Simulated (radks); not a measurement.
Values are calculated unless marked as measured or tabulated.
The potassium anion K- inside a hard spherical wall (all orbitals vanish at R), configuration held at [Ar] 4s2 and not refilled when levels cross. Code: a radial shooting solver on a logarithmic mesh with Libxc functionals. Model: non-relativistic Kohn-Sham, LDA (Slater exchange, Perdew-Wang correlation), spin-polarised, spherical densities, point nucleus. Eigenvalues in eV for spin up, with the zero of energy where the potential of the charges vanishes at infinity; a dash marks a level that is unbound or too diffuse for the functional's potential to be trusted. A positive occupied level is held by the wall or, in an anion where self-interaction has pushed it up, behind a barrier. The pressure on the wall is -dE/dV.

| R (bohr) | E (hartree) | kinetic (hartree) | e(2p) | e(3s) | e(3p) | e(4s) | e(4p, empty) | e(3d, empty) | pressure (GPa) |
|---|---|---|---|---|---|---|---|---|---|
| 15 | -598.21678 | 597.204 | -275.43 | -30.485 | -14.491 | 1.000 | 2.046 | 2.950 | 0.0146 |
| 12 | -598.20810 | 597.236 | -274.83 | -29.889 | -13.900 | 1.415 | 2.699 | 3.885 | 0.0858 |
| 7 | -598.08211 | 597.586 | -271.51 | -26.674 | -10.745 | 4.652 | 7.277 | 8.186 | 3.75 |
| 6 | -597.96891 | 597.877 | -269.93 | -25.225 | -9.341 | 6.880 | 10.286 | 10.147 | 10.4 |
| 3.5 | -596.29684 | 602.625 | -256.63 | -15.221 | 0.546 | 32.114 | 40.601 | 23.562 | 404 |
| 3 | -594.72811 | 607.176 | -247.03 | -8.896 | 7.209 | 51.853 | 62.169 | 31.920 | 1170 |
| 2.5 | -591.16205 | 617.045 | -229.42 | 2.982 | 20.098 | 91.271 | 103.24 | 47.195 | 4050 |
| 1.5 | -553.19890 | 705.053 | -130.41 | 103.73 | 125.85 | 405.88 | 406.54 | 149.27 | 106000 |
